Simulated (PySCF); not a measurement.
Input of a run (PBE0-D3(BJ)/def2-SVP geometry optimisation, gas phase (PySCF 2.14.0)), started from GFN2-xTB:
```
{"job": {"xc": "PBE0", "basis": "def2-SVP", "d3": "d3bj", "grid": 1, "maxiter": 40, "shake": 0.03, "kind": "geom"}, "charge": 0, "multiplicity": 1}
B     -0.250340     1.366830    -0.307640
Cl    -0.478720     1.953930    -2.037390
Cl    -0.607950     2.665260     0.936110
As     1.585150     0.322170    -0.044790
B      0.302600    -1.464130     0.285860
Cl     0.533390    -2.655310    -0.975090
Cl     0.489110    -1.981410     2.025880
As    -1.439180    -0.298290     0.019260
H      2.446190     0.764610     1.084660
H      2.484960     0.301050    -1.113690
H     -2.510380    -0.311560     1.178180
H     -2.439370    -0.745890    -1.000360
```

Output (energies in Eh, forces in Eh/bohr):
```
step   0  E = -6362.44967840  max force = 0.055128
step   1  E = -6362.46576849  max force = 0.014024
step   2  E = -6362.46732419  max force = 0.004952
step   3  E = -6362.46756942  max force = 0.001141
step   4  E = -6362.46760564  max force = 0.000682
step   5  E = -6362.46762410  max force = 0.000506
step   6  E = -6362.46763522  max force = 0.000438
optimisation converged
```

Task: Summarise the run.

Result: The energy falls by 47.1 kJ/mol over 7 energy and gradient evaluations, the largest force component goes from 0.0551 to 4.4e-04 Eh/bohr, and the atoms move by 0.104 Å rms after alignment. The bond that changes most is As4–H10 (ends: arsenic bonded to 2 B and 2 H; hydrogen on arsenic), which lengthens by 0.106 Å. Bonds longer at the end by more than 0.005 Å: 6 of 12; shorter: 5. Among the angles that change most is H11–As8–H12, from 92.5° to 103.3°. The energy never rose by more than 1e-6 Eh on the way. The first step brought 90 % of the lowering.

Task: What are the final bond lengths?

Result: B1–Cl2 1.812 Å, B1–Cl3 1.808 Å, B1–As4 2.127 Å, B1–As8 2.127 Å, As4–B5 2.125 Å, As4–H9 1.504 Å, As4–H10 1.504 Å, B5–Cl6 1.809 Å, B5–Cl7 1.812 Å, B5–As8 2.126 Å, As8–H11 1.504 Å, As8–H12 1.504 Å. Numbering counts from 1 in the input's order; the species is (Cl2B-mu-AsH2)2, As2B2Cl4H4.

The run used 184 basis functions and 46 SCF cycles in all.

Whether it is a minimum is left open (no frequencies). The numbers are those of one conformer.
